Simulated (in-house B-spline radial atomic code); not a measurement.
A radial electron density 4πr²n(r) was computed for an atom or ion in its tabulated ground configuration with an all-electron radial atomic-structure program (B-spline basis); method: non-relativistic B97-1, spin-polarised, spherical fractional occupations, exact exchange averaged over the configuration. Columns: r (bohr), 4πr²n(r) (electrons per bohr), bar.

```
 0.00192    1.198 #
 0.00234    1.728 #
 0.00287    2.505 ##
 0.00351    3.583 ###
 0.00429    5.067 ####
 0.00525    7.096 ######
 0.00642    9.779 ########
 0.00786    13.26 ###########
 0.00961    17.54 ###############
  0.0118    22.71 ####################
  0.0144    28.24 ########################
  0.0176    33.84 #############################
  0.0215    38.69 #################################
  0.0263    41.94 ####################################
  0.0322     42.8 #####################################
  0.0394    41.16 ###################################
  0.0482    38.05 #################################
   0.059    35.56 ###############################
  0.0722    36.08 ###############################
  0.0883    40.56 ###################################
   0.108    47.04 #########################################
   0.132    51.05 ############################################
   0.162    48.51 ##########################################
   0.198    39.96 ##################################
   0.242    31.11 ###########################
   0.296    28.22 ########################
   0.362    31.61 ###########################
   0.443    34.93 ##############################
   0.542    32.05 ############################
   0.663     23.2 ####################
   0.811    13.55 ############
   0.993    7.427 ######
    1.21    5.231 #####
    1.49    4.713 ####
    1.82    4.071 ####
    2.22    2.891 ##
    2.72    1.612 #
    3.33   0.7109 #
    4.07   0.2463 
    4.98  0.06349 
    6.09  0.01155 
    7.45  0.00137
```

Task: Which atom or ion is it?
A. Sr+
B. Kr
C. Se
D. Br

Result: D. The area under the curve, ∫4πr²n dr = ∫r·4πr²n d(ln r) on this logarithmic grid, is 35 electrons, which only this option has. The configuration is [Ar] 3d10 4s2 4p5.
